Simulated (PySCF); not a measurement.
Orbital levels and atomic charges

System: [C27H14N]+ (charged doped PAH), SMILES c1ccc2c(c1)cc1ccc3ccc4ccc5c6ccc6cc6c2c1c3[n+]4c56.

Cartesian coordinates (Å):
```
  1 C    -4.902   -1.495    0.348
  2 C    -3.874   -2.390    0.020
  3 C    -2.573   -1.966   -0.059
  4 C    -2.234   -0.618    0.179
  5 C    -3.300    0.311    0.366
  6 C    -4.623   -0.166    0.498
  7 C    -3.031    1.687    0.349
  8 C    -1.771    2.170    0.049
  9 C    -1.537    3.559   -0.160
 10 C    -0.312    4.006   -0.512
 11 C     0.788    3.113   -0.652
 12 C     2.041    3.574   -1.071
 13 C     3.068    2.677   -1.209
 14 C     2.896    1.326   -0.898
 15 C     4.013    0.444   -0.990
 16 C     3.931   -0.829   -0.560
 17 C     2.693   -1.310   -0.041
 18 C     2.506   -2.554    0.489
 19 C     3.105   -3.851    0.929
 20 C     1.940   -4.244    1.483
 21 C     1.268   -2.967    1.055
 22 C     0.157   -2.208    1.007
 23 C     0.265   -0.940    0.340
 24 C    -0.896   -0.123    0.152
 25 C    -0.679    1.252   -0.056
 26 C     0.611    1.734   -0.377
 27 N     1.676    0.861   -0.470
 28 C     1.524   -0.451   -0.062
 29 H    -5.916   -1.855    0.434
 30 H    -4.115   -3.422   -0.184
 31 H    -1.809   -2.660   -0.370
 32 H    -5.412    0.547    0.683
 33 H    -3.841    2.383    0.505
 34 H    -2.367    4.238   -0.054
 35 H    -0.134    5.052   -0.705
 36 H     2.183    4.620   -1.288
 37 H     4.042    2.998   -1.539
 38 H     4.929    0.851   -1.384
 39 H     4.776   -1.497   -0.584
 40 H     4.086   -4.272    0.840
 41 H     1.600   -5.105    2.022
 42 H    -0.772   -2.480    1.478
```

Method: CAM-B3LYP/def2-SVP, gas phase, PySCF, fitting set def2-universal-JFIT up to Ne and JKFIT beyond, grid level 1.

Question: Give the orbital energies near the gap.

Answer: 
| orbital | eV |
| --- | --- |
| HOMO-4 | -12.08 |
| HOMO-3 | -11.69 |
| HOMO-2 | -11.07 |
| HOMO-1 | -10.62 |
| HOMO | -9.42 |
| LUMO | -5.02 |
| LUMO+1 | -4.35 |
| LUMO+2 | -3.72 |
| LUMO+3 | -3.22 |

Question: Give the partial charges of the non-hydrogen atoms.

Answer: 
```tsv
atom	Mulliken	IAO	Hirshfeld
C1	0.05	-0.12	-0.02
C2	0.03	-0.12	-0.02
C3	-0.06	-0.14	-0.04
C4	0.04	-0.01	0.01
C5	0.09	0.02	0.01
C6	-0.01	-0.13	-0.03
C7	-0.07	-0.11	-0.02
C8	0.08	0.00	0.01
C9	0.02	-0.11	-0.02
C10	0.00	-0.15	-0.04
C11	0.02	0.01	0.01
C12	0.07	-0.09	0.00
C13	-0.01	-0.14	-0.03
C14	0.13	0.12	0.09
C15	0.00	-0.16	-0.04
C16	0.08	-0.09	-0.01
C17	-0.01	-0.04	-0.01
C18	0.04	0.03	0.01
C19	0.03	-0.12	-0.01
C20	0.05	-0.11	0.00
C21	0.15	0.05	0.02
C22	-0.15	-0.17	-0.04
C23	-0.02	0.01	0.01
C24	0.11	0.02	0.01
C25	0.04	-0.01	0.00
C26	0.11	0.11	0.08
N27	-0.07	0.02	0.07
C28	0.08	0.09	0.06
```
